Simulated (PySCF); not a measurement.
Gas-phase reaction: 2 GaH₃.NH₃ = 2 GaH + 3 H₂ + 2 NH₂

Method: PySCF energies (xtb for GFN2) plus ideal-gas RRHO corrections (1 bar). † marks an energy on the PBE0/def2-TZVP geometry and frequencies; other levels use their own. MP2 and CCSD(T) freeze the core. 6-31G* has spherical d functions here. Open shells (unrestricted): NH₂ (multiplicity 2); the rest are closed-shell singlets. GFN2 has no spin-polarisation term. Ga: all electrons, no relativistic terms. Adducts (GaH₃.NH₃) have no counterpoise correction, and HF, PBE, BLYP, B3LYP and PBE0 lack dispersion. GaH₃.NH₃, GaH: computed as isolated molecules; such fragments, hydroxides, amides, oligomers or adducts are transient or little studied in the gas. MP2 isn't extrapolated to the basis-set limit; its ΔH°(298 K) is 874.6 kJ in def2-SVP and 860.6 kJ in def2-TZVPP. CCSD(T) isn't extrapolated to the basis-set limit; its ΔH°(298 K) is 808.7 kJ in def2-SVP and 801.7 kJ in def2-TZVPP. The harmonic model lacks anharmonicity and excited electronic states, which grow with temperature; levels with a mode under 35 cm⁻¹ are left out. Soft modes under 120 cm⁻¹ make the harmonic entropy rough for GaH₃.NH₃.

```tsv
level	ΔE electronic, kJ	ΔH°(298 K), kJ	ΔS°(298 K), J/K	ΔG°(800 K), kJ
BLYP/def2-TZVP†	736	657	613	160
CCSD(T)/def2-SVP†	887	809	613	311
GFN2-xTB	996	918	612	422
HF/6-31G*	694	611	611	113
M06-2X/def2-TZVP†	862	784	613	286
MP2/def2-TZVPP†	939	861	613	363
PBE/def2-SVP	915	838	614	340
PBE0/def2-SVP†	934	855	613	357
ωB97M-V/def2-TZVP†	871	793	613	295
ωB97X-V/def2-TZVP†	897	819	613	321
```
ΔH° is lowest at HF/6-31G* and highest at GFN2-xTB. No reference value is set beside these.
